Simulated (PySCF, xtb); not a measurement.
C9H5N3S2, SMILES n1snc2c(-c3nccs3)cccc21.

GFN2-xTB (xtb) at its own geometry gives an orbital gap of 1.91 eV and a dipole moment of 0.08 D.

Coordinates come from a B3LYP-D3(BJ)/def2-SVP optimisation. The structure was generated by enumeration, and PubChem lists no compound with its InChIKey, so it may never have been made. The values are those of a single conformer.

Question: What does ωB97X/def2-SVP run with PySCF give? (Estimate from the structure and the level; the computed values follow.)

Answer: gap 7.55 eV (levels -8.48 and -0.93 eV), dipole 0.36 D.
